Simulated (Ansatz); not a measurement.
Relaxation of ClFH$_{2}$O$_{2}$Si (7 atoms, charge 0, multiplicity 1), to a largest force component of 0.015 eV/Å in at most 40 steps.

Level of theory: Ansatz 0.2.0, RKS PBE/6-31G*.

```xyz
7
Properties=species:S:1:pos:R:3:forces:R:3
O -0.801 -0.264 1.349 -1.26 1.70 1.08
Si 0.030 0.081 -0.014 1.07 0.90 0.01
O 0.867 -1.223 -0.513 0.76 -0.54 -0.31
F 1.093 1.318 0.252 -0.90 -0.60 -0.30
Cl -1.271 0.523 -1.520 -0.35 0.54 -0.38
H -1.342 0.561 1.669 1.14 -1.90 -0.64
H 1.486 -1.063 -1.268 -0.45 -0.11 0.54
```

Q: Where does it end, and by what steps?

A: The run converged. After 17 steps the energy has fallen by 0.210 eV; Cl5 moved furthest, 0.33 Å.

```
step  energy less start (eV)  largest force component (eV/Å)  accepted
   0                  0.0000                           1.896       yes
   1                 -0.1592                           1.063       yes
   2                 -0.1864                           0.576       yes
   3                 -0.1955                           0.574       yes
   4                 -0.1953                           0.606        no
   5                 -0.2039                           0.095       yes
   6                 -0.2050                           0.096       yes
   7                 -0.2052                           0.107       yes
   8                 -0.1664                           1.617        no
   9                 -0.2071                           0.196       yes
  10                 -0.2074                           0.225       yes
  11                 -0.2075                           0.211       yes
  12                 -0.1332                           1.496        no
  13                 -0.2086                           0.141       yes
  14                 -0.2093                           0.077       yes
  15                 -0.2097                           0.040       yes
  16                 -0.2094                           0.078        no
  17                 -0.2101                           0.005       yes
```

```xyz
7
Properties=species:S:1:pos:R:3
O -0.674 -0.174 1.402
Si 0.074 0.132 -0.029
O 0.779 -1.279 -0.494
F 1.192 1.288 0.099
Cl -1.298 0.835 -1.411
H -1.504 0.320 1.540
H 1.493 -1.191 -1.153
```

Run time: 61 s on 1 CPU thread of a shared host.
